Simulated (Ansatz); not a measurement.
`FCBI` + `[AlH2][GeH3]` → `FC[BH][GeH2][AlH2]` + HI  (formal exchange of groups at a B–I bond)

Program: Ansatz. Geometries: PBE0-D4/def2-TZVP. ΔE: electronic, gas phase. CCSD(T)/CBS is the MP2 limit (def2-TZVPP, def2-QZVPP) plus CCSD(T) − MP2 in def2-TZVPP, frozen cores. Functionals use def2-TZVPP. B3LYP here is the variant with VWN-RPA as its local correlation; programs differ in this. def2 core potentials past Kr. For Ge, I outer-core shells are correlated without core-valence functions, which leaves a few kJ/mol of doubt a bond. Scalar relativity is left out up to krypton. Each species was taken in one conformer, which may not be the lowest.

| level | ΔE (kJ/mol) | difference from CCSD(T)/CBS |
| --- | --- | --- |
| r2SCAN-D4 | 68.8 | -1.0 |
| PBE0-D4 | 68.0 | -1.8 |
| B3LYP-D4 | 68.5 | -1.3 |
| ωB97M-V | 69.5 | -0.3 |
| B2PLYP | 72.4 | 2.6 |
| PBE | 66.4 | -3.4 |
| PBE0 | 68.8 | -1.0 |
| B3LYP | 69.4 | -0.4 |
| HF/def2-TZVPP | 77.6 | 7.8 |
| MP2/def2-TZVPP | 76.8 | 7.0 |
| CCSD/def2-TZVPP | 68.8 | -1.0 |
| CCSD(T)/def2-TZVPP | 69.5 | -0.3 |
| MP2/def2-QZVPP | 77.3 | 7.5 |
| SCS-MP2/def2-QZVPP | 76.2 | 6.4 |
| HF/CBS(def2) | 78.8 | 9.0 |
| CCSD/CBS(def2) | 69.1 | -0.7 |
| CCSD(T)/CBS | 69.8 | 0 |

Largest T1 diagnostic among the species: 0.013.
